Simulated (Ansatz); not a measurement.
`C[O][Ga]([Cl])[Cl]` → `[Cl][GaH][Cl]` + `C=O` at 600 K and 1 bar (β-hydride elimination).

Gas-phase electronic energies from Ansatz, PBE0-D4/def2-TZVP geometries. CCSD(T)/CBS is the MP2 limit (def2-TZVPP, def2-QZVPP) plus CCSD(T) − MP2 in def2-TZVPP, frozen cores. This one scheme is used for every species. For Ga outer-core shells are correlated without core-valence functions, which leaves a few kJ/mol of doubt a bond. Scalar relativity is left out up to krypton. Each species was taken in one conformer, which may not be the lowest.

| species | CCSD(T)/CBS energy (Eh) | H − E (kJ/mol) | S (J/(mol·K)) |
| --- | --- | --- | --- |
| `C[O][Ga]([Cl])[Cl]` | -2958.65291 | 174.2 | 459.0 |
| `[Cl][GaH][Cl]` | -2844.19972 | 59.6 | 348.0 |
| `C=O` | -114.39408 | 92.5 | 246.7 |

H − E and S are ideal-gas, rigid-rotor, harmonic terms from PBE0-D4/def2-TZVP, for one conformer and one mirror image of each species. 1 Eh = 2625.50 kJ/mol, R = 8.31446 J/(mol·K).

Question: By hand: ΔE, ΔH, ΔS and ΔG.

Answer: ΔE = (-2844.19972) + (-114.39408) − (-2958.65291) = 0.05911 Eh = 155.2 kJ/mol. Δ(H − E) = 59.6 + 92.5 − 174.2 = -22.1, so ΔH = 133.1 kJ/mol. ΔS = 348.0 + 246.7 − 459.0 = 135.7 J/(mol·K). ΔG = 133.1 − 600 × (135.7)/1000 = 51.7 kJ/mol.

Question: By hand: the equilibrium constant, and the temperature at which ΔG would vanish if ΔH and ΔS stayed fixed.

Answer: log₁₀ K = −ΔG/(RT ln 10) = -4.5. ΔG = 0 at ΔH/ΔS = 981 K.

The number of gas molecules changes by +1, which sets the sign of ΔS. A doubt of 5 kJ/mol in ΔE shifts log₁₀ K by 0.4 here. Other conformers and mirror images would add mixing entropy, several J/(mol·K) or more a flexible species. These are equilibria of isolated gas molecules and say nothing of rates. Largest T1 diagnostic: 0.015 (customary marks: 0.02 for closed shells, 0.045 for open ones).
